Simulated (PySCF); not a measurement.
C6H8O3.
Numbering: `[CH2:1]=[CH:2][O:3]/[CH:4]=[CH:5]\[C:6](=[O:7])[O:8][CH3:9]` (hydrogens: H10, H11 on C1; H12 on C2; H13 on C4; H14 on C5; H15, H16, H17 on C9)

The same species was optimised twice, with GFN2-xTB and with PBE0-D3(BJ)/def2-SVP (PySCF), and the same property calculations (PySCF, gas phase) were run on both structures.

```
     coordinate  GFN2-xTB  PBE0-D3(BJ)/def2-SVP  change
      C1=C2 (Å)     1.323                 1.329  +0.006
      C6–O8 (Å)     1.353                 1.348  -0.005
      C5–C6 (Å)     1.464                 1.468  +0.004
      O8–C9 (Å)     1.417                 1.413  -0.004
      C4=C5 (Å)     1.341                 1.344  +0.003
      O3–C4 (Å)     1.330                 1.332  +0.002
      C6=O7 (Å)     1.205                 1.205   0.000
      C2–O3 (Å)     1.359                 1.359   0.000
   C6–O8–C9 (°)     115.8                 115.4    -0.4
   O3–C4–C5 (°)     123.9                 124.3    +0.4
   C4–C5–C6 (°)     124.5                 124.9    +0.4
   C2–O3–C4 (°)     119.0                 119.2    +0.2
   C5–C6–O8 (°)     109.8                 110.0    +0.2
   O7–C6–O8 (°)     122.9                 122.8    -0.1
   C5–C6–O7 (°)     127.3                 127.2    -0.1
   C1–C2–O3 (°)     121.5                 121.4    -0.1
C1–C2–O3–C4 (°)       180                   180       0
C2–O3–C4–C5 (°)       180                   179      -1
C4–C5–C6–O7 (°)         0                     1      +1
C5–C6–O8–C9 (°)       180                   180       0
```

Rotational constants: A = 5425, B = 707.0, C = 627.9 MHz (GFN2-xTB) against A = 5411, B = 702.7, C = 624.4 MHz (PBE0-D3(BJ)/def2-SVP).

On the GFN2-xTB structure: HOMO (eV) -6.80 [PBE0/pcSseg-1]; LUMO (eV) -1.01 [PBE0/pcSseg-1]; dipole (D) 2.46 [PBE0/pcSseg-1]; GIAO shielding of C1 (ppm) 85.0 [PBE0/pcSseg-1]; GIAO shielding of C2 (ppm) 29.3 [PBE0/pcSseg-1]; GIAO shielding of O3 (ppm) 113.4 [PBE0/pcSseg-1]; GIAO shielding of C4 (ppm) 25.4 [PBE0/pcSseg-1]; GIAO shielding of C5 (ppm) 83.2 [PBE0/pcSseg-1]; GIAO shielding of C6 (ppm) 16.7 [PBE0/pcSseg-1]; GIAO shielding of O7 (ppm) -94.5 [PBE0/pcSseg-1]; GIAO shielding of O8 (ppm) 143.6 [PBE0/pcSseg-1].

Question: What do these properties become on the PBE0-D3(BJ)/def2-SVP structure?

Answer: 
```json
{"property": "HOMO (eV)", "level": "PBE0/pcSseg-1", "on GFN2-xTB": "-6.80", "on PBE0-D3(BJ)/def2-SVP": "-6.79", "change": "+0.01"}
{"property": "LUMO (eV)", "level": "PBE0/pcSseg-1", "on GFN2-xTB": "-1.01", "on PBE0-D3(BJ)/def2-SVP": "-1.02", "change": "-0.01"}
{"property": "dipole (D)", "level": "PBE0/pcSseg-1", "on GFN2-xTB": "2.46", "on PBE0-D3(BJ)/def2-SVP": "2.47", "change": "+0.01"}
{"property": "energy, GFN2-xTB geometry as zero (kcal/mol)", "level": "PBE0/pcSseg-1", "on GFN2-xTB": "0.0", "on PBE0-D3(BJ)/def2-SVP": "-0.2", "change": "-0.2"}
{"property": "GIAO shielding of C1 (ppm)", "level": "PBE0/pcSseg-1", "on GFN2-xTB": "85.0", "on PBE0-D3(BJ)/def2-SVP": "83.3", "change": "-1.7"}
{"property": "GIAO shielding of C2 (ppm)", "level": "PBE0/pcSseg-1", "on GFN2-xTB": "29.3", "on PBE0-D3(BJ)/def2-SVP": "28.0", "change": "-1.3"}
{"property": "GIAO shielding of O3 (ppm)", "level": "PBE0/pcSseg-1", "on GFN2-xTB": "113.4", "on PBE0-D3(BJ)/def2-SVP": "109.8", "change": "-3.6"}
{"property": "GIAO shielding of C4 (ppm)", "level": "PBE0/pcSseg-1", "on GFN2-xTB": "25.4", "on PBE0-D3(BJ)/def2-SVP": "24.3", "change": "-1.1"}
{"property": "GIAO shielding of C5 (ppm)", "level": "PBE0/pcSseg-1", "on GFN2-xTB": "83.2", "on PBE0-D3(BJ)/def2-SVP": "82.6", "change": "-0.6"}
{"property": "GIAO shielding of C6 (ppm)", "level": "PBE0/pcSseg-1", "on GFN2-xTB": "16.7", "on PBE0-D3(BJ)/def2-SVP": "17.2", "change": "+0.5"}
{"property": "GIAO shielding of O7 (ppm)", "level": "PBE0/pcSseg-1", "on GFN2-xTB": "-94.5", "on PBE0-D3(BJ)/def2-SVP": "-94.4", "change": "+0.1"}
{"property": "GIAO shielding of O8 (ppm)", "level": "PBE0/pcSseg-1", "on GFN2-xTB": "143.6", "on PBE0-D3(BJ)/def2-SVP": "144.2", "change": "+0.6"}
```

The heavy atoms differ by 0.012 Å rms after alignment. Among bonds between heavy atoms C1=C2 and C6–O8 change most and about equally (-0.005 to +0.006 Å). Changes are differences of the printed values. Neither structure is proved a minimum here.

Conformer computed: `[CH2:1]=[CH:2][O:3]/[CH:4]=[CH:5]\[C:6](=[O:7])[O:8][CH3:9]`: C1–C2–O3–C4 180°, C2–O3–C4–C5 179°, C4–C5–C6–O7 1°, C5–C6–O8–C9 180°.
